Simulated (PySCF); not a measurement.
# Bonding in `C#C[C@@H]1C[C@H](C)C[S@+]1C`

C₈H₁₃S (charge +1).
Atom-mapped SMILES: `[CH:1]#[C:2][C@@H:3]1[CH2:4][C@H:5]([CH3:6])[CH2:7][S@+:8]1[CH3:9]` (hydrogens: H10 on C1; H11 on C3; H12, H13 on C4; H14 on C5; H15, H16, H17 on C6; H18, H19 on C7; H20, H21, H22 on C9)

Geometry (GFN2-xTB, Å), atoms numbered from 1 in this order:
```xyz
22
C8H13S angstrom
C      3.3508    0.9206    0.5700
C      2.2260    0.6033    0.8335
C      0.8773    0.1868    1.1007
C      0.4251   -1.0307    0.3038
C     -1.1015   -1.0485    0.3277
C     -1.6921   -2.0951   -0.6090
C     -1.5389    0.3602   -0.0807
S     -0.3554    1.5377    0.6686
C      0.4108    2.2592   -0.8010
H      4.3477    1.1857    0.3709
H      0.7339    0.0381    2.1746
H      0.8400   -1.9342    0.7499
H      0.7899   -0.9706   -0.7241
H     -1.4430   -1.2497    1.3477
H     -1.3880   -3.0889   -0.2941
H     -2.7773   -2.0538   -0.5931
H     -1.3542   -1.9415   -1.6310
H     -1.5067    0.4878   -1.1619
H     -2.5349    0.6093    0.2797
H     -0.3257    2.8960   -1.2830
H      1.2518    2.8638   -0.4728
H      0.7542    1.4838   -1.4780
```

Bond orders from the PBE0/pcSseg-1 density (PySCF). Geometry: GFN2-xTB, one conformer, isolated ion.

Problem. Where do the orders between heavy atoms depart from those drawn in the SMILES?

Solution. The largest departure is 0.583, at C1–C2 (drawn triple, 2.417). Drawn double or triple, more than 0.30 short of the drawn order: C1–C2 (2.417). The SMILES, with its formal charges, is one Lewis structure only.

Problem. Give the Mayer order of every bond, beside its length.

Solution. 
```json
{"bond": "C1–C2", "drawn as": "triple", "length (Å)": "1.198", "Mayer order": "2.417"}
{"bond": "C2–C3", "drawn as": "single", "length (Å)": "1.437", "Mayer order": "0.992"}
{"bond": "C3–C4", "drawn as": "single", "length (Å)": "1.524", "Mayer order": "0.957"}
{"bond": "C4–C5", "drawn as": "single", "length (Å)": "1.527", "Mayer order": "0.984"}
{"bond": "C5–C6", "drawn as": "single", "length (Å)": "1.524", "Mayer order": "1.053"}
{"bond": "C5–C7", "drawn as": "single", "length (Å)": "1.531", "Mayer order": "0.971"}
{"bond": "C7–S8", "drawn as": "single", "length (Å)": "1.830", "Mayer order": "0.929"}
{"bond": "S8–C9", "drawn as": "single", "length (Å)": "1.808", "Mayer order": "0.957"}
{"bond": "S8–C3", "drawn as": "single", "length (Å)": "1.879", "Mayer order": "0.903"}
{"bond": "C1–H10", "drawn as": "single", "length (Å)": "1.051", "Mayer order": "1.163"}
{"bond": "C3–H11", "drawn as": "single", "length (Å)": "1.094", "Mayer order": "0.878"}
{"bond": "C4–H12", "drawn as": "single", "length (Å)": "1.090", "Mayer order": "0.924"}
{"bond": "C4–H13", "drawn as": "single", "length (Å)": "1.092", "Mayer order": "0.944"}
{"bond": "C5–H14", "drawn as": "single", "length (Å)": "1.094", "Mayer order": "0.922"}
{"bond": "C6–H15", "drawn as": "single", "length (Å)": "1.086", "Mayer order": "0.952"}
{"bond": "C6–H16", "drawn as": "single", "length (Å)": "1.086", "Mayer order": "0.952"}
{"bond": "C6–H17", "drawn as": "single", "length (Å)": "1.087", "Mayer order": "0.953"}
{"bond": "C7–H18", "drawn as": "single", "length (Å)": "1.089", "Mayer order": "0.921"}
{"bond": "C7–H19", "drawn as": "single", "length (Å)": "1.088", "Mayer order": "0.922"}
{"bond": "C9–H20", "drawn as": "single", "length (Å)": "1.086", "Mayer order": "0.927"}
{"bond": "C9–H21", "drawn as": "single", "length (Å)": "1.086", "Mayer order": "0.925"}
{"bond": "C9–H22", "drawn as": "single", "length (Å)": "1.085", "Mayer order": "0.930"}
```

By pair of heavy elements: C–C: lowest C3–C4 (0.957, 1.524 Å), highest C1–C2 (2.417, 1.198 Å); in 2 of the 15 pairs the longer bond (by over 0.003 Å) has the higher order (by 0.02 or more). C–S: lowest S8–C3 (0.903, 1.879 Å), highest S8–C9 (0.957, 1.808 Å).

Problem. Sum the orders of all bonds at each heavy atom with more than one neighbour and set the sums beside the valence in the SMILES.

Solution. C1 3.580 (drawn 4), C2 3.409 (drawn 4), C3 3.730 (drawn 4), C4 3.809 (drawn 4), C5 3.930 (drawn 4), C6 3.910 (drawn 4), C7 3.743 (drawn 4), S8 2.789 (drawn 3), C9 3.739 (drawn 4). Orders between atoms that aren't bonded are not in these sums.

The Mayer order sums products of elements of PS (density times overlap matrix) between the two atoms' basis functions, so it depends on the basis set.
